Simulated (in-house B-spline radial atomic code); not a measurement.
Configurations of Zr VI (Zr5+), with energies counted from [Ar] 3d10 4s2 4p5. Level of theory: scalar-relativistic (X2C) HSE06, spin-polarised, spherical fractional occupations, exact exchange averaged over the configuration, Fermi nucleus of rms radius 4.2694 fm; calculated with a radial B-spline atomic code at the basis-set limit. Shells without spins written out take the highest spin.

Occupations are held fixed; configurations that lie above the ionisation limit could autoionise.

```json
{"configuration": "[Ar] 3d10 4s2 4p4 4d1", "E - E(ref) (eV)": "31.979", "highest orbital": "4d up", "its <r> (bohr)": "1.56"}
{"configuration": "[Ar] 3d10 4s2 4p4 5f1", "E - E(ref) (eV)": "73.894", "highest orbital": "5f up", "its <r> (bohr)": "4.427"}
{"configuration": "[Ar] 3d10 4s1 4p5 5p1", "E - E(ref) (eV)": "77.211", "highest orbital": "5p up", "its <r> (bohr)": "2.724"}
{"configuration": "[Ar] 3d9 4s2 4p5 5s1", "E - E(ref) (eV)": "204.16", "highest orbital": "5s up", "its <r> (bohr)": "2.43"}
```

Order these further configurations by energy, lowest first.
A. [Ar] 3d10 4s1 4p5 5d1
B. [Ar] 3d10 4s1 4p5 4d1
C. [Ar] 3d10 4s1 4p5 5s1
D. [Ar] 3d9 4s2 4p5 5p1
E. [Ar] 3d10 4s2 4p4 4f1

B (56.232 eV), E (61.198 eV), C (69.727 eV), A (88.207 eV), D (211.71 eV).
